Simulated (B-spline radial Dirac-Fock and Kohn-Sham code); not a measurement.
**L1 emission of Pr⁴⁺**

System: praseodymium as Pr⁴⁺, configuration 1s2 2s2 2p6 3s2 3p6 3d10 4s2 4p6 4d10 4f1 5s2 5p6, inside a Watson sphere of charge -4 and radius 1.8 Å (a model of the Madelung potential; inside it an electron's potential energy is raised by 32.0 eV).

The run's input, task.json:

```json
{"items": [{
  "Z": 59,
  "q": 4,
  "cfg": [[1, 0, 2], [2, 0, 2], [2, 1, 6], [3, 0, 2], [3, 1, 6], [3, 2, 10], [4, 0, 2], [4, 1, 6], [4, 2, 10], [4, 3, 1], [5, 0, 2], [5, 1, 6]],
  "A": 141,
  "rrms": 4.8919,
  "watson": [-4, 1.8],
  "do": ["binding", "quiet", "decay"],
  "holes": ["K", "L1", "L2", "L3", "M1", "M2", "M3", "M4", "M5", "N1", "N2", "N3", "N4", "N5"]
}]}
```

Command: `python xray_run.py task.json out`

These are calculated numbers from a radial B-spline solver; the model is one-electron (LDA, Dirac) transition rates at Dirac-Fock energies.

```
 line  multipole  energy (eV)  width (meV)  share (%)
L1-L2         E1        400.0        0.120     0.0444
L1-L3         E1        876.3         2.77       1.03
L1-M2         E1       5498.6         81.3       30.2
L1-M3         E1       5594.8          123       45.5
L1-M4         E2       5887.6         1.50      0.555
L1-M5         E2       5907.6         2.23      0.829
L1-N2         E1       6593.4         19.2       7.13
L1-N3         E1       6614.4         30.1       11.2
L1-N4         E2       6724.5        0.202     0.0750
L1-N5         E2       6728.2        0.310      0.115
L1-O2         E1       6830.7         3.58       1.33
L1-O3         E1       6834.2         5.64       2.09
```

The listed lines hold 100.0 % of the radiative rate. The radiative width is 0.270 eV in the length form and 0.270 eV in the velocity form; the two differ because the transition energies are not eigenvalue differences of the potential that gave the orbitals.
